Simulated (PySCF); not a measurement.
C₂H₆N (SMILES [CH2]NC), doublet, at a GFN2-xTB geometry; MP2/STO-3G (PySCF).

The PySCF input:
```python
from pyscf import gto, scf, mp

mol = gto.M(
    atom='''
C    -0.10972354   -0.15634997    1.26440068
N     0.10982201    0.48479466    0.05186353
C    -0.00538562   -0.28027714   -1.16365005
H     0.06635704    0.43135103    2.14529827
H    -0.90801326   -0.87495642    1.27945416
H     0.91108639    1.10326556    0.06436137
H     0.81807734   -0.99357777   -1.30516267
H    -0.02617055    0.40042004   -2.01496601
H    -0.93943611   -0.84030228   -1.13653354
''',
    basis='sto-3g',
    spin=1,
    verbose=4,
)

mf = scf.UHF(mol)
mf.kernel()

pt = mp.MP2(mf, frozen=3)
pt.kernel()
print('E(MP2) = %.10f' % pt.e_tot)
```

Q: Write the output that PySCF gives for this input, abridged.

A: 
```
PySCF version 2.14.0

[INPUT] verbose = 4
[INPUT] num. atoms = 9
[INPUT] num. electrons = 25
[INPUT] charge = 0
[INPUT] spin (= nelec alpha-beta = 2S) = 1
[INPUT] symmetry False subgroup None
[INPUT] Mole.unit = angstrom
[INPUT] Symbol           X                Y                Z      unit          X                Y                Z       unit  Magmom
[INPUT]  1 C     -0.109723540000  -0.156349970000   1.264400680000 AA   -0.207347440018  -0.295458622884   2.389370996914 Bohr   0.0
[INPUT]  2 N      0.109822010000   0.484794660000   0.051863530000 AA    0.207533521349   0.916129134052   0.098007867553 Bohr   0.0
[INPUT]  3 C     -0.005385620000  -0.280277140000  -1.163650050000 AA   -0.010177346811  -0.529647033576  -2.198979899336 Bohr   0.0
[INPUT]  4 H      0.066357040000   0.431351030000   2.145298270000 AA    0.125396632037   0.815135310249   4.054026185803 Bohr   0.0
[INPUT]  5 H     -0.908013260000  -0.874956420000   1.279454160000 AA   -1.715896378873  -1.653428004730   2.417817951335 Bohr   0.0
[INPUT]  6 H      0.911086390000   1.103265560000   0.064361370000 AA    1.721703752919   2.084869751065   0.121625362302 Bohr   0.0
[INPUT]  7 H      0.818077340000  -0.993577770000  -1.305162670000 AA    1.545942121313  -1.877589868756  -2.466399994306 Bohr   0.0
[INPUT]  8 H     -0.026170550000   0.400420040000  -2.014966010000 AA   -0.049455172029   0.756684210387  -3.807733909208 Bohr   0.0
[INPUT]  9 H     -0.939436110000  -0.840302280000  -1.136533540000 AA   -1.775276959427  -1.587941171048  -2.147737121982 Bohr   0.0

nuclear repulsion = 78.055384933115
number of shells = 15
number of NR pGTOs = 63
number of NR cGTOs = 21
basis = sto-3g
ecp = {}

******** <class 'pyscf.scf.uhf.UHF'> ********
method = UHF
initial guess = minao
damping factor = 0
level_shift factor = 0
DIIS = <class 'pyscf.scf.diis.CDIIS'>
diis_start_cycle = 1
diis_space = 8
diis_damp = 0
SCF conv_tol = 1e-09
SCF conv_tol_grad = None
SCF max_cycles = 50
direct_scf = True
direct_scf_tol = 1e-13
number electrons alpha = 13  beta = 12
Set gradient conv threshold to 3.16228e-05
init E= -132.345243944893

cycle= 1 E= -131.941896639565  delta_E= 0.403  |g|= 0.16  |ddm|= 2.52
cycle= 2 E= -131.966722838234  delta_E= -0.0248  |g|= 0.0513  |ddm|= 0.286
cycle= 3 E= -131.970656432322  delta_E= -0.00393  |g|= 0.0248  |ddm|= 0.109
cycle= 4 E= -131.971986227197  delta_E= -0.00133  |g|= 0.0119  |ddm|= 0.0689
cycle= 5 E= -131.972376032347  delta_E= -0.00039  |g|= 0.00305  |ddm|= 0.05
cycle= 6 E= -131.972394809938  delta_E= -1.88e-05  |g|= 0.00111  |ddm|= 0.0115
cycle= 7 E= -131.972397010658  delta_E= -2.2e-06  |g|= 0.000384  |ddm|= 0.0034
cycle= 8 E= -131.972397283123  delta_E= -2.72e-07  |g|= 0.00014  |ddm|= 0.00135
cycle= 9 E= -131.972397318709  delta_E= -3.56e-08  |g|= 5.07e-05  |ddm|= 0.000496
cycle= 10 E= -131.972397323668  delta_E= -4.96e-09  |g|= 2.04e-05  |ddm|= 0.000172
cycle= 11 E= -131.972397324561  delta_E= -8.92e-10  |g|= 5.31e-06  |ddm|= 8.19e-05
Extra cycle  E= -131.972397324598  delta_E= -3.69e-11  |g|= 3.32e-06  |ddm|= 9.63e-06
converged SCF energy = -131.972397324598  <S^2> = 0.75779788  2S+1 = 2.0077827

******** <class 'pyscf.mp.ump2.UMP2'> ********
nocc = (np.int64(10), np.int64(9)), nmo = (18, 18)
frozen orbitals 3
E(UMP2) = -132.106032775302  E_corr = -0.133635450704638
E(SCS-UMP2) = -132.119512425366  E_corr = -0.147115100768422
E_corr(same-spin) = -0.0152855077813198
E_corr(oppo-spin) = -0.118349942923318
E(MP2) = -132.1060327753
```
